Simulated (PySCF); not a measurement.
**HI, HF: how much the basis matters**

PySCF, RHF reference; singlet, unpaired electrons none; De to H + I without counterpoise correction.

| basis | relativity | functions | Re (Å) | ωe (cm⁻¹) | De (eV) | μ (D) |
| --- | --- | --- | --- | --- | --- | --- |
| x2c-SVPall | spin-free X2C | 41 | 1.600 | 2461 | 2.26 | -0.65 |
| def2-SVPD | scalar-relativistic core potentials | 43 | 1.602 | 2458 | 2.27 | -0.55 |
| cc-pVTZ/cc-pVTZ-PP | scalar-relativistic core potentials | 53 | 1.603 | 2444 | 2.26 | -0.59 |
| def2-TZVP | scalar-relativistic core potentials | 56 | 1.597 | 2457 | 2.28 | -0.56 |
| x2c-TZVPPall | spin-free X2C | 74 | 1.599 | 2454 | 2.29 | -0.56 |

(1) How does each smaller set differ from the one with most functions, x2c-TZVPPall?

A positive dipole means H(−)I(+). Measured (Huber and Herzberg, Constants of Diatomic Molecules (1979)): Re = 1.60916 Å, ωe = 2309.014 cm⁻¹. Spin–orbit coupling is left out, which matters for elements this heavy, above all for dissociation energies. Where the molecule has an RHF reference, its open-shell atoms are computed with UHF. Hartree–Fock leaves out correlation, which carries a large part of most bond energies and some tenths to 1 eV of ionisation energies.

## Answers

(1) x2c-SVPall: +0.1 pm, +0.3 % in ωe, -0.03 eV in De; def2-SVPD: +0.3 pm, +0.2 % in ωe, -0.02 eV in De; cc-pVTZ/cc-pVTZ-PP: +0.4 pm, -0.4 % in ωe, -0.03 eV in De; def2-TZVP: -0.2 pm, +0.1 % in ωe, -0.01 eV in De. All at HF; the set with most functions is neither the basis-set limit nor always the best. The rows treat relativity differently, so the differences are not basis effects alone.
